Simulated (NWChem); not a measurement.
System: LiOH; SMILES [Li][OH]

Excerpt of the output:

```
             Northwest Computational Chemistry Package (NWChem) 7.3.0
             --------------------------------------------------------

                             Geometry "geometry" -> ""
                             -------------------------

 Output coordinates in angstroms (scale by  1.889725989 to convert to a.u.)

  No.       Tag          Charge          X              Y              Z
 ---- ---------------- ---------- -------------- -------------- --------------
    1 Li                   3.0000    -0.76809700    -0.71873700    -0.66074300
    2 O                    8.0000     0.19165600     0.17936600     0.16487200
    3 H                    1.0000     0.78075800     0.73053400     0.67162700

 Effective nuclear repulsion energy (a.u.)      13.2594402350

  pbe96 is a nonlocal functional; adding pw91lda local functional.

                                 NWChem DFT Module
                                 -----------------

 Summary of "ao basis" -> "ao basis" (spherical)
 ------------------------------------------------------------------------------
       Tag                 Description            Shells   Functions and Types
 ---------------- ------------------------------  ------  ---------------------
 Li                         def2-svp                 5        9   3s2p
 O                          def2-svp                 6       14   3s2p1d
 H                          def2-svp                 3        5   2s1p

            General Information
            -------------------
          SCF calculation type: DFT
          Wavefunction type:  closed shell.
          No. of atoms     :     3
          No. of electrons :    12
           Alpha electrons :     6
            Beta electrons :     6
          Charge           :     0
          Spin multiplicity:     1
          Use of symmetry is: off; symmetry adaption is: off
          Maximum number of iterations: 150
          AO basis - number of functions:    28
                     number of shells:    14
          Convergence on energy requested:  1.00D-06
          Convergence on density requested:  1.00D-05
          Convergence on gradient requested:  5.00D-04

              XC Information
              --------------
          PerdewBurkeErnzerhof Exchange Functional  1.000
            Perdew 1991 LDA Correlation Functional  1.000 local
           PerdewBurkeErnz. Correlation Functional  1.000 non-local

             Grid Information
             ----------------
          Grid used for XC integration:  medium
          Radial quadrature: Mura-Knowles
          Angular quadrature: Lebedev.
          Tag              B.-S. Rad. Rad. Pts. Rad. Cut. Ang. Pts.
          ---              ---------- --------- --------- ---------
          Li                  1.45       49          11.0       434
          O                   0.60       49           7.0       434
          H                   0.35       45          11.0       434
          Grid pruning is: on
          Number of quadrature shells:   143
          Spatial weights used:  Erf1

      Superposition of Atomic Density Guess
      -------------------------------------

 Sum of atomic energies:         -82.61549686

      Non-variational initial energy
      ------------------------------

 Total energy =     -82.551046
 1-e energy   =    -138.766233
 2-e energy   =      42.955747
 HOMO         =      -0.503958
 LUMO         =      -0.057057

[...]

                                NWChem TDDFT Module
                                -------------------

            General Information
            -------------------
           No. of orbitals :      56
            Alpha orbitals :      28
             Beta orbitals :      28
        Alpha frozen cores :       0
         Beta frozen cores :       0
     Alpha frozen virtuals :       0
      Beta frozen virtuals :       0
         Spin multiplicity :       1
    Number of AO functions :      28
        Use of symmetry is : off
      Symmetry adaption is : off
         Schwarz screening :  0.10D-07

              XC Information
              --------------
   PerdewBurkeErnzerhof Exchange Functional   1.00
     Perdew 1991 LDA Correlation Functional   1.00 local
    PerdewBurkeErnz. Correlation Functional   1.00 non-local

             TDDFT Information
             -----------------
          Calculation type : Tamm-Dancoff TDDFT
         Wavefunction type : Restricted singlets
          No. of electrons :      12
           Alpha electrons :       6
            Beta electrons :       6
              No. of roots :       6
          Max subspacesize :    5200
            Max iterations :     100
               Target root :       1
           Target symmetry : none
      Symmetry restriction : off
                 Algorithm : Optimal
        Davidson threshold :  0.10D-03

    6 smallest eigenvalue differences (eV)
--------------------------------------------------------
  No. Spin  Occ  Vir  Irrep   E(Occ)    E(Vir)   E(Diff)
--------------------------------------------------------
    1    1    6    7 a        -0.158    -0.048     2.997
    2    1    5    7 a        -0.158    -0.048     2.997
    3    1    6    8 a        -0.158     0.049     5.615
    4    1    5    8 a        -0.158     0.049     5.615
    5    1    6    9 a        -0.158     0.067     6.118
    6    1    6   10 a        -0.158     0.067     6.118
--------------------------------------------------------

  Entering Davidson iterations
  Restricted singlet excited states

  Iter   NTrls   NConv    DeltaV     DeltaE      Time
  ----  ------  ------  ---------  ---------  ---------
    1      6       0     0.23E+00   0.10+100        0.1
    2     12       0     0.11E-01   0.76E-01        0.1
    3     18       5     0.20E-01   0.24E-02        0.1
    4     19       5     0.14E-03   0.16E-03        0.1
    5     20       6     0.72E-04   0.15E-07        0.1
  ----  ------  ------  ---------  ---------  ---------
  Convergence criterion met

  Ground state a         -83.200626640195 a.u.

  ----------------------------------------------------------------------------
  Root   1 singlet a              0.107767903 a.u.                2.9325 eV
  ----------------------------------------------------------------------------
     Transition Moments    X  0.44701   Y -0.06547   Z -0.44842
     Dipole Oscillator Strength                    0.0291108040
     Electric Quadrupole                           0.0000000165
     Magnetic Dipole                               0.0000000471
     Total Oscillator Strength                     0.0291108676

     Occ.    6  a   ---  Virt.    7  a       -0.99946
  ----------------------------------------------------------------------------
  Root   2 singlet a              0.107770150 a.u.                2.9326 eV
  ----------------------------------------------------------------------------
     Transition Moments    X -0.22451   Y  0.51485   Z -0.29897
     Dipole Oscillator Strength                    0.0290873293
     Electric Quadrupole                           0.0000000165
     Magnetic Dipole                               0.0000000470
     Total Oscillator Strength                     0.0290873929

     Occ.    5  a   ---  Virt.    7  a       -0.99946
  ----------------------------------------------------------------------------
  Root   3 singlet a              0.204280144 a.u.                5.5587 eV
  ----------------------------------------------------------------------------
     Transition Moments    X  0.10510   Y -0.01540   Z -0.10542
     Dipole Oscillator Strength                    0.0030502090
     Electric Quadrupole                           0.0000000098
     Magnetic Dipole                               0.0000000318
     Total Oscillator Strength                     0.0030502506

     Occ.    6  a   ---  Virt.    8  a        0.99920
  ----------------------------------------------------------------------------
  Root   4 singlet a              0.204282189 a.u.                5.5588 eV
  ----------------------------------------------------------------------------
     Transition Moments    X -0.05279   Y  0.12106   Z -0.07032
     Dipole Oscillator Strength                    0.0030486774
     Electric Quadrupole                           0.0000000098
     Magnetic Dipole                               0.0000000318
     Total Oscillator Strength                     0.0030487190

     Occ.    5  a   ---  Virt.    8  a        0.99921
  ----------------------------------------------------------------------------
  Root   5 singlet a              0.222304317 a.u.                6.0492 eV
  ----------------------------------------------------------------------------
     Transition Moments    X -0.00001   Y -0.00002   Z -0.00005
     Dipole Oscillator Strength                    0.0000000004
     Electric Quadrupole                           0.0000000856
     Magnetic Dipole                               0.0000000000
     Total Oscillator Strength                     0.0000000860

[...]
```

Level: PBE/def2-SVP, TDA. Coordinates come from a PBE0/def2-SVP optimisation.

Task: Which NWChem input produces such a log?

Result: This is not unique; one that fits is the input that was run:
```
start job
memory heap 200 mb stack 900 mb global 1100 mb
geometry units angstroms noautosym nocenter noautoz
  Li    -0.768097    -0.718737    -0.660743
  O      0.191656     0.179366     0.164872
  H      0.780758     0.730534     0.671627
end
basis spherical
  * library def2-svp
end
dft
  xc xpbe96 cpbe96
  iterations 150
end
tddft
  cis
  nroots 6
  notriplet
end
task tddft energy
```
